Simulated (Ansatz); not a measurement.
Geometry optimisation, RHF/def2-SVP (Ansatz).

input.yaml

```yaml
crystal:
  periodic: [false, false, false]
  atoms:
    - { symbol: B, position_ang: [0.0, 0.0, 0.0] }
    - { symbol: F, position_ang: [0.0, 0.0, 1.67] }
    - { symbol: "N", position_ang: [1.3423, 0.0, -0.775] }
    - { symbol: H, position_ang: [1.8089, -0.9179, -1.0268] }
    - { symbol: H, position_ang: [1.7937, 0.9179, -1.0532] }
    - { symbol: H, position_ang: [-1.0305, 0.0, -0.595] }
    - { symbol: O, position_ang: [0.0766, 1.621, 0.5392] }
    - { symbol: H, position_ang: [0.4753, 1.6492, 1.4668] }
    - { symbol: H, position_ang: [0.0485, 1.0264, 1.5024] }
basis:
  gaussian: { orbitals: def2-SVP }
hamiltonian:
  xc: hf
relax:
  f_tol: 0.15
  max_steps: 25
  restrain:
    - { distance: [0, 6], at: 2.61, k: 30.0 }
    - { distance: [8, 1], at: 2.12, k: 30.0 }
    - { distance: [0, 1], at: 1.32, k: 30.0 }
    - { distance: [8, 6], at: 1.01, k: 30.0 }
```

Command:

```bash
$ ansatz run input.yaml --threads 1 --pin off --max-ram 2048MiB --backend cpu --events-out ev --progress --plain --runs-dir out
```

**Question.** Where does it end, and by what steps?

**Answer.** The forces met the threshold. The restraints hold the end off the free minimum. After 12 steps the energy has fallen by 7.388 eV (the restraints' own energy left out); H5 moved furthest, 1.08 Å. Parted: B1–O7 (1.71 → 2.62 Å), H8–H9 (0.76 → 1.52 Å).

```tsv
step	energy less start (eV)	largest force component (eV/Å)	accepted
0	0.0000	7.732	yes
1	-1.4506	5.966	yes
2	-2.4477	6.054	yes
3	-3.9014	5.297	yes
4	-5.4678	3.608	yes
5	-6.3435	3.362	yes
6	-6.6153	2.497	yes
7	-6.8986	1.855	yes
8	-7.1726	1.435	yes
9	-7.3251	1.268	yes
10	-7.3726	1.237	yes
11	-7.3835	1.051	yes
12	-7.3879	1.037	yes
```

```xyz
9
Properties=species:S:1:pos:R:3
B 0.029 -0.172 -0.188
F -0.094 -0.671 1.040
N 1.286 -0.189 -0.793
H 2.105 -0.521 -0.327
H 1.439 0.141 -1.722
H -0.955 0.164 -0.773
O -0.020 2.012 1.253
H 0.889 2.252 1.366
H -0.166 1.281 1.871
```

Run time: 24 s on 1 thread of Arm Neoverse V1, with other jobs on the host, peak memory 0.14 GiB.
